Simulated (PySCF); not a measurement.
C₃H₃NO₃S, SMILES N#C/C=C/S(=O)(=O)O. Atoms are numbered in the order given.

```xyz
11

N      3.8010     1.0631    -0.6382
C      2.6544     0.9585    -0.5045
C      1.2433     0.8482    -0.3412
C      0.6391    -0.3061    -0.0423
S     -1.1192    -0.3488     0.0874
O     -1.5959    -1.4926    -0.6656
O     -1.6296     0.9867    -0.1077
O     -1.2855    -0.7109     1.6556
H      0.6402     1.7556    -0.4653
H      1.1474    -1.2639     0.0937
H     -1.6201    -1.6204     1.7108
```

Geometry optimised at PBE0-D3(BJ)/def2-SVP. The values are those of a single conformer.

The numbers are results of HF/pcSseg-1 in PySCF, not measurements.

GIAO shieldings, no solvent; atoms listed in one row are averaged. δ = σ(ref) − σ: ¹⁵N against NH3 (σ = 267.3 ppm); ¹³C against TMS (σ = 192.6 ppm); ³³S against H2S (σ = 725.2 ppm); ¹⁷O against H2O (σ = 333.0 ppm); ¹H against TMS (σ = 31.99 ppm), references at their B3LYP-D3(BJ)/def2-TZVP geometries, non-relativistic.

**Question.** Estimate the chemical shifts. (Estimate from the structure and the level; the computed values follow.)

**Answer.** 
```json
[
 {"nucleus": "¹⁵N", "atoms": "N1", "count": "1", "δ (ppm)": "356.9"},
 {"nucleus": "¹³C", "atoms": "C4", "count": "1", "δ (ppm)": "153.8"},
 {"nucleus": "¹³C", "atoms": "C3", "count": "1", "δ (ppm)": "129.2"},
 {"nucleus": "¹³C", "atoms": "C2", "count": "1", "δ (ppm)": "117.8"},
 {"nucleus": "³³S", "atoms": "S5", "count": "1", "δ (ppm)": "514.7"},
 {"nucleus": "¹⁷O", "atoms": "O6", "count": "1", "δ (ppm)": "201.2"},
 {"nucleus": "¹⁷O", "atoms": "O8", "count": "1", "δ (ppm)": "183.6"},
 {"nucleus": "¹⁷O", "atoms": "O7", "count": "1", "δ (ppm)": "179.9"},
 {"nucleus": "¹H", "atoms": "H9", "count": "1", "δ (ppm)": "7.23"},
 {"nucleus": "¹H", "atoms": "H10", "count": "1", "δ (ppm)": "7.18"},
 {"nucleus": "¹H", "atoms": "H11", "count": "1", "δ (ppm)": "5.38"}
]
```
